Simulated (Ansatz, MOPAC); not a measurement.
Torsion H3–C1–C2–H6 in C2H6 (SMILES CC); at each angle all else is relaxed with GFN2-xTB, and the levels are single points there.
Geometry at 60° (charge 0, multiplicity 1):
| atom | x (Å) | y (Å) | z (Å) |
|---|---|---|---|
| C | -0.7567 | 0.0778 | -0.0062 |
| C | 0.7600 | -0.0427 | -0.0046 |
| H | -1.1905 | -0.5608 | -0.7725 |
| H | -1.0590 | 1.1036 | -0.2048 |
| H | -1.1655 | -0.2185 | 0.9573 |
| H | 1.1687 | 0.2536 | -0.9681 |
| H | 1.0625 | -1.0685 | 0.1942 |
| H | 1.1938 | 0.5961 | 0.7616 |

On the grid 0° to 120°, 0° is the highest and 60° the lowest point at MP2/CBS(cc-pVTZ, cc-pVQZ) + ΔCCSD(T)/cc-pVTZ.

The state that AM1 reach isn't checked.

Programs: Ansatz (a first-principles code); MOPAC for AM1 (differences of heats of formation). Values without a source in brackets are computed.

### Question
One of these levels gives 3.03 kcal/mol for the energy at 0° less that at 60°. Name it.
A. AM1
B. SVWN5/def2-TZVPP
C. HF/cc-pVTZ

### Answer
C, HF/cc-pVTZ. The others give 1.54 (AM1), 2.66 (SVWN5/def2-TZVPP)
